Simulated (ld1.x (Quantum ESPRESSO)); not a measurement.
# Configuration tests for Sb (Z = 51) (ultrasoft)

* Element: antimony
* Generator: ld1.x (Quantum ESPRESSO) 7.5
* Type: ultrasoft
* Functional: LDA (PZ)
* Relativity: scalar-relativistic
* Frozen core: [Kr] 4d10
* Valence charge: 5
* Reference configuration: 5s2 5p3
* Partial waves: 5s (bound): rcut 1.65, rcutus 2.10 bohr; 5s channel at 0.6 Ry: rcut 1.65, rcutus 2.10 bohr; 5p (bound): rcut 1.85, rcutus 2.50 bohr; 5p channel at 0.4 Ry: rcut 1.85, rcutus 2.50 bohr
* Local potential: all-electron potential smoothed inside 2.45 bohr (lloc = -1)
* Core correction: none
* Augmentation charge: built from norm-conserving waves at rcut, not smoothed further

Energies are relative to the spin-unpolarised reference configuration 5s2 5p3; without spin polarisation the order of configurations can differ from experiment. Spin-polarised rows fill each open shell by Hund’s rule, majority spin first.

| valence configuration | charge | ΔE all-electron (eV) | error AE − PS (meV) |
| --- | --- | --- | --- |
| 5s2 5p2 | +1 | 8.521 | +1.6 |
| 5s2 5p1 | +2 | 24.774 | +21 |
| 5s2 5p0 | +3 | 49.559 | +102 |
| 5s1 5p0 | +4 | 94.375 | +459 |
| 5s2 5p2.5 | +0.5 | 3.355 | -0.1 |
| 5s1 5p3 | +1 | 17.339 | +11 |
| 5s1 5p4 | 0 | 8.209 | +8.7 |

Task: What are ΔE and the potential's error for 5s2 5p3 (spin-polarised)?

Result: ΔE = -1.092 eV all-electron; the error (AE − PS) is +181 meV.

Task: What are ΔE and the potential's error for 5s2 5p2 (spin-polarised)?

Result: ΔE = 7.930 eV all-electron; the error (AE − PS) is +121 meV.

Levels in the configuration 5s2 5p0:

| level | all-electron (eV) | pseudo (eV) |
| --- | --- | --- |
| 5s | -39.398 | -39.232 |
